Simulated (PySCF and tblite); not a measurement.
Results of a calculation; reference values are marked as such.
C₃H₇BrO, numbered as in [CH3:1][O:2][CH2:3][CH2:4][Br:5]. Level: PBE0-D3(BJ)/def2-TZVP//PBE0-D3(BJ)/def2-SVP, thermal terms from GFN2-xTB, symmetry numbers and mirror pairs counted. Conformers within 4 kcal/mol (GFN2-xTB free energy) were kept, 7 at most. GIAO shieldings: PBE0/pcSseg-1. Shifts are against TMS (¹H), TMS (¹³C) at the same level. Codes: tblite and PySCF.

Torsions listed: C1–O2–C3–C4, O2–C3–C4–Br5. Of a mirror pair one member is shown.

| conformer | shape | point group | mirror pair | ΔE(DFT) | Δ(G−E) at 298.15 K | δ C4 (ppm) |
| --- | --- | --- | --- | --- | --- | --- |
| 1 | 179°, 180° | Cs | no | 0.00 | 0.00 | 38.7 |
| 2 | 174°, -67° | C1 | yes | 0.40 | 0.09 | 43.0 |
| 3 | 80°, 178° | C1 | yes | 0.89 | 0.15 | 36.1 |
| 4 | 62°, 55° | C1 | yes | 1.29 | 0.19 | 39.4 |
| 5 | 86°, -79° | C1 | yes | 1.85 | 0.36 | 45.4 |

Energies in kcal/mol; the thermal term leaves out symmetry numbers and mirror images.

Question: Work out the weights at 298.15 K and the ¹³C shift of C4 under fast exchange.

Answer: RT = 0.592 kcal/mol. Each conformer gets RT ln(σ/g), with σ the rotational symmetry number and g = 2 for a mirror pair: 1: σ = 1, g = 1, G = 0.00 + 0.00 + 0.00 = 0.00, 0.00 above the lowest, exp(−ΔG/RT) = 1.000; 2: σ = 1, g = 2, G = 0.40 + 0.09 − 0.41 = 0.08, 0.08 above the lowest, exp(−ΔG/RT) = 0.869; 3: σ = 1, g = 2, G = 0.89 + 0.15 − 0.41 = 0.63, 0.63 above the lowest, exp(−ΔG/RT) = 0.347; 4: σ = 1, g = 2, G = 1.29 + 0.19 − 0.41 = 1.07, 1.07 above the lowest, exp(−ΔG/RT) = 0.165; 5: σ = 1, g = 2, G = 1.85 + 0.36 − 0.41 = 1.80, 1.80 above the lowest, exp(−ΔG/RT) = 0.048. The sum is 2.429, so the weights are 41.2, 35.8, 14.3, 6.8, 2.0 %. The averaged shift is 40.0 ppm. At 298.15 K the leading conformer alone gives 38.7 ppm and bare DFT energies give 39.7 ppm.

Spin–orbit effects of the heavy atoms on shieldings are missing.
